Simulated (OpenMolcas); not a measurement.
Computed levels of 4s² 4p² in ions with 32 electrons, in cm-1 above ³P₀.

```
Program             : OpenMolcas
Method              : CASSCF
Basis               : ANO-RCC-VTZP
Scalar Hamiltonian  : DKH2, point nucleus
Spin-orbit coupling : RASSI with atomic mean-field integrals over the reference wave functions, term energies averaged over their components
```

Active space for each ion: 4 electrons in 8 orbitals (4s 4p 5s 5p).

```json
{"Level": "³P₁", "Ge": "466", "As+": "890", "Se2+": "1503", "Kr4+": "3327"}
{"Level": "³P₂", "Ge": "1203", "As+": "2219", "Se2+": "3557", "Kr4+": "7076"}
{"Level": "¹D₂", "Ge": "9150", "As+": "13795", "Se2+": "16511", "Kr4+": "21832"}
{"Level": "¹S₀", "Ge": "16043", "As+": "23010", "Se2+": "27964", "Kr4+": "37156"}
```

Q: Estimate ³P₂, ¹D₂, ¹S₀ for Br3+ from its neighbours Se2+ and Kr4+.

A: ³P₂ is fine structure, which grows about as the fourth power of a screened charge, so the fourth roots are averaged: ((3557^0.25 + 7076^0.25) / 2)^4 = 5092. The calculation gives 5224, so the estimate is off by -2.5 %.
¹D₂ is another term, which grows about linearly with the charge: (16511 + 21832) / 2 = 19172. The calculation gives 19522, so the estimate is off by -1.8 %.
¹S₀ is another term, which grows about linearly with the charge: (27964 + 37156) / 2 = 32560. The calculation gives 33021, so the estimate is off by -1.4 %.

Without dynamic correlation excited terms often stand tens of per cent too high (terms of higher spin than the ground term too low), and those without a measured partner can miss by more than the paired ones (holds for Ge; As+). Active for correlation alone: 5p 5s; no level in the range computed is led by a configuration that fills them, so any true level of that kind is missing (holds for Ge; Kr4+). The run also gave levels led by 4s² 4p 5p, 4s² 4p 5s, which use shells meant for correlation; these and all levels above them are left out (holds for As+). The run also gave levels led by 4s² 4p 5p, which use shells meant for correlation; these and all levels above them are left out (holds for Se2+; Br3+). Only configurations of the active space appear.
